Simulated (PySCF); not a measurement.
**Potassium: a sound run and one with changed settings**

Sound run: K²⁺ [Ne] 3s2 3p5, K³⁺ [Ne] 3s2 3p4. All numbers are calculated (PySCF 2.14, the spin-free X2C one-electron Hamiltonian (Gaussian nucleus), in Sapporo-DKH3-DZP-2012 (6s5p1d, 26 functions)). In the sound run the correlated levels freeze [Ne] 3s2. The sound run starts from symmetry-adapted Hartree-Fock orbitals and uses a fine grid where one is needed.

A second run was set up differently.

| species | method | sound run (hartree) | changed run (hartree) | converged |
| --- | --- | --- | --- | --- |
| K²⁺ | MP2 | -600.27240 | -600.33107 | yes |
| K²⁺ | CCSD(T) | -600.28685 | -600.35157 | yes |
| K³⁺ | MP2 | -598.59981 | -598.67065 | yes |
| K³⁺ | CCSD(T) | -598.61241 | -598.69430 | yes |

Ionisation energy of K²⁺:

```json
{"method": "UHF", "sound run (eV)": "44.419", "changed run (eV)": "44.419"}
{"method": "MP2", "sound run (eV)": "45.514", "changed run (eV)": "45.182"}
{"method": "SCS-MP2", "sound run (eV)": "45.567", "changed run (eV)": "45.146"}
{"method": "CCSD", "sound run (eV)": "45.561", "changed run (eV)": "45.095"}
{"method": "CCSD(T)", "sound run (eV)": "45.564", "changed run (eV)": "45.097"}
```

Task: What was changed?
A. level shift left on
B. a valence shell is frozen
C. too few SCF iterations
D. all electrons correlated in a valence basis

Result: D. A valence basis has no tight correlating functions, so it recovers only part of the core correlation, and not evenly between atom and ion.
